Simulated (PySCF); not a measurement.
AgCl, SMILES [Ag][Cl], multiplicity 1.

Geometry optimised at PBE0-D3(BJ)/def2-TZVPD. The multiplicity is an assumed one; other spin states were not compared. The def2 effective core potentials stand for the cores of Ag; spin–orbit coupling is left out.

Calculation: PBE0/def2-TZVPD (PySCF).

Isolated molecule, no solvent.

Computed frontier levels, gap, dipole moment and polarisability:
- highest occupied level = -7.57 eV
- lowest empty level = -3.23 eV
- orbital gap = 4.34 eV
- dipole moment = 1.207 e·Å
- quadrupole, principal values (traceless, Buckingham form, about the centre of nuclear charge) = -1.18, 0.59, 0.59 D·Å
- mean static polarisability = 41.0 bohr³ (6.07 Å³)
- polarisability, principal values = 34.2, 34.2, 54.5 bohr³
